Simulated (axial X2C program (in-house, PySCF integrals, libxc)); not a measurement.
# Nd: configurations by level of theory

Calculated with an axial X2C code built on PySCF integrals, basis dyall-v3z (cores contracted in-house), spin-free (one-electron X2C) and two-component (2c, atomic mean-field Coulomb and Gaunt terms). Energies in eV from the lowest row of each column (rows without correlated energies are left out; n/a marks j-coupled starts, which PBE0 does not hold); electrons by l are Mulliken totals of the Hartree–Fock solution, and PBE0 can relax to another configuration under the same block occupation. Coupled cluster uses truncated natural virtuals with an MP2 remainder. Frozen shells in the correlated columns: 4 s, 3 p, 2 d.

Spin-free determinants:

```json
{"electrons by l": "s12 p24 d20 f4", "M_S, M_L": "2, 5", "HF": "0.00", "MP2": "0.00", "PBE0": "0.02"}
{"electrons by l": "s12 p24 d20 f4", "M_S, M_L": "2, 6", "HF": "0.05", "MP2": "0.05", "PBE0": "0.25"}
{"electrons by l": "s12 p24 d20 f4", "M_S, M_L": "2, 3", "HF": "0.41", "MP2": "0.31", "PBE0": "0.00"}
{"electrons by l": "s12 p24 d20 f4", "M_S, M_L": "2, 0", "HF": "1.02", "MP2": "0.76", "PBE0": "0.24"}
{"electrons by l": "s12 p24 d20 f4", "M_S, M_L": "2, 1", "HF": "1.16", "MP2": "0.88", "PBE0": "0.30"}
{"electrons by l": "s12 p24 d20 f4", "M_S, M_L": "2, 4", "HF": "1.20", "MP2": "0.90", "PBE0": "0.53"}
{"electrons by l": "s12 p24 d20 f4", "M_S, M_L": "2, 4", "HF": "1.43", "MP2": "1.09", "PBE0": "0.59"}
{"electrons by l": "s12 p24 d20 f4", "M_S, M_L": "2, 2", "HF": "1.46", "MP2": "1.14", "PBE0": "0.68"}
```

Two-component determinants:

```csv
electrons by l,2M_J,HF,MP2,PBE0
s12 p24 d20 f4,6,0.80,0.00,0.00
s12 p24 d20 f4,8,0.81,0.00,0.18
s12 p24 d20 f4,2,1.30,0.40,0.08
s12 p24 d20 f4,14,1.27,0.47,0.51
s12 p24 d20 f4,16,1.37,0.56,0.79
s11.8 p24 d21.2 f3,12,0.35,0.57,n/a
s11 p24 d22 f3,12,0.00,0.61,n/a
s12 p24 d20 f4,10,1.58,0.68,0.39
```

Ground level as tabulated from the NIST Atomic Spectra Database (leading term): 2S+1 = 5, L = 6, J = 4.

Spin-free rows of one term, and 2c rows of one J level, should be degenerate; broken spherical symmetry, the missing current term of PBE0 and determinants that mix terms or J levels spread them. The search is wide but not exhaustive and can miss a configuration; gaps between s and d configurations can be off by some tenths of an eV with this basis and core.

The run took 2.1 min on 1 thread of Arm Neoverse V2, with other jobs on the host.
